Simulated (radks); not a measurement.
Fractional charge and spin in the 1s shell of helium: the spin-up occupation runs from 0 to 1 and the spin-down occupation from 0 to 1; the fullest corner is He, 1s(up 1, down 1). Calculated with a radial shooting solver on a logarithmic mesh with Libxc functionals: non-relativistic Kohn-Sham, r2SCAN, spin-polarised, spherical densities, point nucleus; meta-GGA in the generalised Kohn-Sham scheme. Energy (eV) above the fullest corner. The planes named below are the two flat planes that join the four corners, with an edge along up + down = one added electron.

down \ up       0    0.25     0.5    0.75       1
0          79.048  63.804  49.308  36.201  24.621
0.25       63.804  50.555  38.085  26.914  17.160
0.5        49.308  38.085  27.627  18.370  10.418
0.75       36.201  26.914  18.370  10.926   4.672
1          24.621  17.160  10.418   4.672   0.000

Corners above the fullest one (they belong to He+ and the next ion): (up 1, down 0) 24.621 eV, (up 0, down 1) 24.621 eV, (up 0, down 0) 79.048 eV. With half an added electron in each spin the energy lies 3.006 eV from the planes (fractional-spin error, the static-correlation error of a stretched bond), and with half an added electron in spin up alone -2.526 eV (fractional-charge error). For a frontier s shell over closed shells the exact functional lies on the planes.
